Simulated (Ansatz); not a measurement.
A calculation with Ansatz (development build ahead of 0.2.0).

```yaml
crystal:
  periodic: [false, false, false]
  atoms:
    - { symbol: H, position_ang: [1.60872, 0.00027, -0.00489] }
    - { symbol: H, position_ang: [1.28611, 0.93859, -0.00524] }
    - { symbol: H, position_ang: [0.50362, 1.52562, 0.00032] }
    - { symbol: H, position_ang: [-0.48669, 1.52608, 0.00457] }
    - { symbol: H, position_ang: [-1.29804, 0.93556, -0.00793] }
    - { symbol: H, position_ang: [-1.59635, -0.00301, 0.00881] }
    - { symbol: H, position_ang: [-1.29312, -0.93158, 0.00441] }
    - { symbol: H, position_ang: [-0.50053, -1.52143, 0.00792] }
    - { symbol: H, position_ang: [0.48725, -1.52839, -0.0019] }
    - { symbol: H, position_ang: [1.29021, -0.94848, -0.00421] }
basis:
  gaussian: { orbitals: def2-SVP }
total_charge: 1
magnetization:
  spin_polarized: true
  initial_magnetization: 1
hamiltonian:
  xc: hf
output:
  forces: true
```

The input is written out in the form of the current development build from the run's settings.

The run gave:

```yaml
Converged: yes
Total_energy: -5.03426 hartree
Spin_squared_of_the_determinant: 0.819
Stability_test: minimum
```

Forces (eV/Å):
```tsv
atom	Fx	Fy	Fz
H1	0.131	-0.882	-0.004
H2	0.556	-1.359	0.000
H3	-2.987	1.025	0.012
H4	3.331	0.906	-0.002
H5	-1.193	-2.179	0.019
H6	-0.234	0.905	-0.024
H7	-0.483	1.191	-0.006
H8	2.936	-1.001	-0.018
H9	-3.336	-0.931	0.026
H10	1.279	2.325	-0.003
```
